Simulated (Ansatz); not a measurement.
AlH$_{8}$NSSi$_{2}$, SMILES `[SiH3][N]([SiH3])[AlH][SH]`, relaxed with RKS PBE-D4/def2-SVP in Ansatz from a rough embedded geometry. The force threshold is 0.03 eV/Å; the program also tests the step.

The species carries charge 0 and has multiplicity 1.

Start:

```xyz
13

Si   -1.581    0.119   -0.380
N    -0.221    0.855    0.427
Si    0.924    1.287   -0.844
Al    0.691   -0.431    1.571
S     1.376   -2.387    0.688
H    -1.160   -1.125   -1.137
H    -2.557   -0.362    0.650
H    -2.230    1.015   -1.259
H     1.378    0.089   -1.652
H     2.154    1.907   -0.261
H     0.337    2.268   -1.787
H     0.791   -0.173    3.107
H     0.096   -3.063    0.876
```

| step | energy (eV) | largest force (eV/Å) | largest move (Å) |
| --- | --- | --- | --- |
| 1 | -34779.3923 | 1.816 | 0.000 |
| 2 | -34779.7874 | 0.823 | 0.167 |
| 3 | -34779.9215 | 0.393 | 0.195 |
| 4 | -34780.0042 | 0.267 | 0.200 |
| 5 | -34780.0462 | 1.275 | 0.196 |
| 6 | -34780.1609 | 0.707 | 0.200 |
| 7 | -34780.2456 | 0.891 | 0.195 |
| 8 | -34780.3327 | 0.472 | 0.200 |
| 9 | -34780.3825 | 0.400 | 0.194 |
| 10 | -34780.4171 | 0.140 | 0.200 |
| 11 | -34780.4375 | 0.175 | 0.194 |
| 12 | -34780.4537 | 0.105 | 0.195 |
| 13 | -34780.4646 | 0.235 | 0.195 |
| 14 | -34780.4720 | 0.200 | 0.195 |
| 15 | -34780.4813 | 0.205 | 0.121 |
| 16 | -34780.4880 | 0.307 | 0.180 |
| 17 | -34780.4931 | 0.326 | 0.119 |
| 18 | -34780.4975 | 0.208 | 0.052 |
| 19 | -34780.5029 | 0.051 | 0.136 |
| 20 | -34780.5067 | 0.077 | 0.195 |
| 21 | -34780.5074 | 0.162 | 0.170 |
| 22 | -34780.5084 | 0.069 | 0.024 |
| 23 | -34780.5090 | 0.013 | 0.018 |
| 24 | -34780.5091 | 0.010 | 0.034 |

End:

```xyz
13

Si   -1.349   -0.430   -0.737
N     0.140    0.174    0.000
Si    0.883    1.590   -0.764
Al    0.959   -0.619    1.418
S     0.121   -2.427    2.344
H    -1.079   -1.420   -1.840
H    -2.197   -1.114    0.304
H    -2.127    0.722   -1.314
H     1.143    1.338   -2.228
H     2.189    1.873   -0.076
H    -0.008    2.799   -0.656
H     2.309   -0.027    2.005
H    -0.985   -2.460    1.545
```

Run time 16 s (4 threads of an AMD EPYC 9R45 on a shared host); peak host memory 0.21 GiB.
